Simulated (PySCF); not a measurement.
Match the calculated data to a structure.

All candidates are C5H6O3.

| technique | computed result |
| --- | --- |
| Triplet | lowest triplet excitation (Tamm–Dancoff): 4.10 eV [TDA CAM-B3LYP/def2-SVPD] |
| UV, first state | lowest singlet excitation: 5.73 eV (216 nm, f = 0.142) [TDDFT CAM-B3LYP/def2-SVPD] |
| Dipole | 1.64 D [CAM-B3LYP/def2-SVPD] |
| Rotational structure | rotational constants A, B, C: 4.742, 1.471, 1.200 GHz [GFN2-xTB] |
| Polarisability | 68.0 au [CAM-B3LYP/def2-SVPD] |
| UV, strongest line | among the 8 lowest singlet transitions: S5 at 6.74 eV (184 nm, f = 0.151) [TDDFT CAM-B3LYP/def2-SVPD] |

Electronic properties: PySCF, gas phase, density fitting. Levels stand in brackets. One conformer (not necessarily the lowest) at the GFN2-xTB geometry, without solvent, vibrations or thermal averaging.

Problem. Which candidate is it?
A. `O=CO/C=C1\CCO1`
B. `O=C(O)[C@@H]1C=CCO1`
C. `C=C[C@H]1OCOC1=O`

Solution. A. It is `O=CO/C=C1\CCO1`. Numbering: `[O:1]=[CH:2][O:3]/[CH:4]=[C:5]1\[CH2:6][CH2:7][O:8]1`. Its formula, C5H6O3, gives 3 degrees of unsaturation: 1 ring and 2 π bonds in the structure found. The optimised geometry has point group C1 and is an asymmetric top.

The others, at the same levels:
- `O=C(O)[C@@H]1C=CCO1` fails: its computed lowest singlet excitation is 5.55 eV (223 nm, f = 0.024) (against 5.73 eV), strongest line among the 8 lowest singlet transitions is S5 at 7.33 eV (169 nm, f = 0.134) (against S5 at 6.74 eV) and static isotropic polarisability is 66.1 au (against 68.0 au).
- `C=C[C@H]1OCOC1=O` fails: its computed lowest triplet excitation (Tamm–Dancoff) is 4.34 eV (against 4.10 eV), strongest line among the 8 lowest singlet transitions is S7 at 7.97 eV (156 nm, f = 0.202) (against S5 at 6.74 eV) and rotational constant A is 3.323 GHz (against 4.742 GHz).

Each candidate is one conformer, not necessarily the lowest. Dipoles, sizes and rotational constants follow the conformer. The torsions of the flexible species, by atom-mapped SMILES:
- `[O:1]=[CH:2][O:3]/[CH:4]=[C:5]1\[CH2:6][CH2:7][O:8]1`: O1–C2–O3–C4 -2°, C2–O3–C4–C5 -40°
- `[O:1]=[C:2]([OH:3])[C@@H:4]1[CH:5]=[CH:6][CH2:7][O:8]1`: O1–C2–C4–C5 90°, H–O3–C2–O1 0°
- `[CH2:1]=[CH:2][C@H:3]1[O:4][CH2:5][O:6][C:7]1=[O:8]`: C1–C2–C3–O4 150°
